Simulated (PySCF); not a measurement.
Job file and geometry (Å, from GFN2-xTB) of an NMR shielding run on `C=C[P@@H](=O)C1CCCC1`, C$_{7}$H$_{13}$OP, PySCF 2.14.0, density-fitted response routines, GIAO PBE0/pcSseg-1 NMR shielding, non-relativistic, gas phase; density fitting, a coarse starting grid and PySCF grid level 2 are the driver's defaults:

```
$ OMP_NUM_THREADS=1 python probes_run.py task.json out

{"job": {"kind": "nmr", "xc": "PBE0", "basis": "pcSseg-1"}, "charge": 0, "multiplicity": 1}
C      3.543269    -0.475313    -0.897804
C      2.347605     0.068622    -1.050206
P      0.903868    -0.827504    -0.428839
O      1.207196    -2.135809     0.152015
C      0.049695     0.358302     0.697433
C     -0.978496    -0.413021     1.512558
C     -2.096909    -0.602593     0.497186
C     -2.164907     0.736940    -0.247304
C     -0.767681     1.370965    -0.104178
H      4.453938    -0.004341    -1.231825
H      3.630674    -1.438996    -0.420246
H      2.199370     1.029767    -1.520483
H      0.084428    -0.876707    -1.558979
H      0.823224     0.820558     1.320334
H     -0.577297    -1.359920     1.874283
H     -1.316432     0.179770     2.365144
H     -1.808652    -1.404838    -0.187988
H     -3.046552    -0.870451     0.957480
H     -2.918005     1.382046     0.206204
H     -2.438117     0.596620    -1.292687
H     -0.826844     2.317935     0.434028
H     -0.313784     1.567351    -1.076975
```

Q: Write the output of this run.

A: 
```
coarse grid: 18376 points
cycle   1  E = -690.2838335250  dE =  1.410e+00  |g| = 9.519e-01  |ddm| = 4.252e+00
cycle   2  E = -689.6728381586  dE =  6.110e-01  |g| = 1.953e+00  |ddm| = 3.719e+00
cycle   3  E = -690.4556917652  dE = -7.829e-01  |g| = 2.390e-01  |ddm| = 3.064e+00
cycle   4  E = -690.4673832591  dE = -1.169e-02  |g| = 1.031e-01  |ddm| = 3.327e-01
cycle   5  E = -690.4698062383  dE = -2.423e-03  |g| = 2.668e-02  |ddm| = 9.795e-02
cycle   6  E = -690.4699663591  dE = -1.601e-04  |g| = 8.118e-03  |ddm| = 2.546e-02
cycle   7  E = -690.4699825762  dE = -1.622e-05  |g| = 2.232e-03  |ddm| = 8.418e-03
cycle   8  E = -690.4699837459  dE = -1.170e-06  |g| = 5.858e-04  |ddm| = 2.675e-03
final grid: 171432 points
cycle   9  E = -690.5368879368  dE = -4.710e-05  |g| = 1.151e-02  |ddm| = 4.135e-02
cycle  10  E = -690.5368496775  dE =  3.826e-05  |g| = 1.787e-02  |ddm| = 2.805e-02
cycle  11  E = -690.5369173974  dE = -6.772e-05  |g| = 2.901e-03  |ddm| = 1.941e-02
cycle  12  E = -690.5369190795  dE = -1.682e-06  |g| = 3.094e-04  |ddm| = 2.835e-03
cycle  13  E = -690.5369190944  dE = -1.491e-08  |g| = 1.728e-04  |ddm| = 4.264e-04
cycle  14  E = -690.5369191016  dE = -7.116e-09  |g| = 4.183e-05  |ddm| = 1.675e-04
cycle  15  E = -690.5369191019  dE = -3.890e-10  |g| = 1.362e-05  |ddm| = 4.386e-05
converged SCF energy = -690.5369191019

GIAO shielding tensors (ppm)
atom      isotropic    diamagn.    paramagn.     s11        s22        s33       span
  0 C       43.548     251.249    -207.701    -86.257     35.386    181.514    267.771
  1 C       48.361     265.778    -217.417    -70.192     55.723    159.553    229.745
  2 P      325.169     966.588    -641.419    213.515    249.745    512.247    298.733
  3 O      268.895     394.843    -125.948    154.047    301.332    351.306    197.258
  4 C      142.271     257.114    -114.844    125.717    142.916    158.179     32.462
  5 C      157.129     248.951     -91.822    135.457    164.533    171.398     35.941
  6 C      158.716     251.151     -92.435    132.530    170.663    172.954     40.424
  7 C      161.052     248.151     -87.100    131.091    174.362    177.702     46.612
  8 C      161.921     249.652     -87.731    134.702    172.819    178.242     43.540
  9 H       25.059      27.042      -1.983     21.690     24.870     28.616      6.926
 10 H       24.834      30.132      -5.299     20.555     23.471     30.476      9.922
 11 H       25.280      33.086      -7.806     22.324     23.966     29.550      7.226
 12 H       24.841      31.146      -6.305     20.979     24.817     28.726      7.747
 13 H       29.674      34.776      -5.103     26.189     27.405     35.428      9.239
 14 H       28.930      31.683      -2.753     23.969     27.671     35.150     11.180
 15 H       30.134      31.755      -1.621     25.131     27.329     37.941     12.810
 16 H       29.921      31.664      -1.743     25.731     28.216     35.816     10.085
 17 H       29.886      29.797       0.089     24.680     27.121     37.857     13.176
 18 H       29.949      29.839       0.110     24.103     27.878     37.865     13.762
 19 H       29.901      30.165      -0.264     25.181     27.463     37.058     11.877
 20 H       29.892      31.748      -1.856     24.158     27.770     37.748     13.590
 21 H       30.365      32.929      -2.564     25.091     29.406     36.598     11.507
```

Q: Turn these shieldings into chemical shifts. References, each an isolated molecule treated in the same way: TMS for ¹³C (186.93 ppm) and ¹H (31.72 ppm); ³¹P (318.38 ppm) against H3PO4; ¹⁷O (336.08 ppm) vs H2O.

A: Averaging equivalent atoms: C 0: 143.4; C 1: 138.6; C 4: 44.7; C 5: 29.8; C 6: 28.2; C 7: 25.9; C 8: 25.0; P 2: -6.8; O 3: 67.2; H 10: 6.88; H 12: 6.88; H 9: 6.66; H 11: 6.44; H 14: 2.79; H 13: 2.04; H 17: 1.83; H 20: 1.82; H 19: 1.82; H 16: 1.80; H 18: 1.77; H 15: 1.58; H 21: 1.35 ppm. Experimental scales use liquid or dissolved standards, which lie at an offset from isolated H2O (liquid H2O: subtract about 36 ppm) and H3PO4.

Size and cost of the density-fitted run: 225 basis functions, of the order of 2.3 core-minutes.
